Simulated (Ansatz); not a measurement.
Frontier orbitals of C2H8AlNO2, SMILES `C[O][Al]([NH2])[O]C`.

Z-matrix (Å, degrees):
```
C
O 1 1.391
H 1 1.096 2 110.3
H 1 1.097 2 112.9 3 120.5
H 1 1.096 2 110.4 3 -118.9
Al 2 1.681 1 139.9 3 -122.9
O 6 1.681 2 124.4 1 0.1
N 6 1.756 2 117.8 1 -179.9
C 7 1.391 6 139.8 2 -0.5
H 8 1.005 6 124.4 2 -0.0
H 8 1.005 6 124.4 2 -180.0
H 9 1.096 7 110.3 6 123.1
H 9 1.096 7 110.4 6 -117.9
H 9 1.097 7 112.9 6 2.6
```

Total charge 0; spin multiplicity 1. All single points use the PBE0-D4/def2-TZVP geometry. It is one conformer, not always the lowest. Basis def2-TZVPP, the Gaussian-basis code of Ansatz.

| functional | HOMO (eV) | LUMO (eV) | gap (eV) |
| --- | --- | --- | --- |
| LDA (SPW92) | -5.86 | -1.03 | 4.83 |
| PBE | -5.69 | -0.80 | 4.89 |
| BLYP | -5.55 | -0.75 | 4.80 |
| PBE0 | -7.12 | 0.07 | 7.19 |
| B3LYP | -6.86 | -0.23 | 6.63 |
| r2SCANh | -6.52 | -0.04 | 6.48 |
| HSE06 (plane-wave form) | -6.72 | -0.31 | 6.41 |
| BHLYP | -8.45 | 0.78 | 9.23 |
| LC-ωPBE | -10.00 | 2.23 | 12.23 |
| ωB97X-V | -9.61 | 1.96 | 11.57 |
| ωB97M-V | -9.52 | 1.59 | 11.11 |

Task: What is the vertical ionisation energy at frozen-core CCSD(T)/CBS(def2)? (Estimate.)

Result: Ansatz gave: 9.81 eV (T1 of the cation 0.023).

From PBE to PBE0 the HOMO moves by −1.44 eV and the LUMO by +0.86 eV, and with ωB97M-V by −3.83 and +2.38 eV, so the gap grows from 4.89 to 11.10 eV with exact exchange. A positive LUMO is unbound and depends on the basis. −ε(HOMO) differs from that ionisation energy by −4.12 eV with PBE and −0.29 eV with ωB97M-V.

B3LYP here is the variant with VWN-RPA as its local correlation; programs differ in this. LC-ωPBE has ω = 0.4 bohr⁻¹.
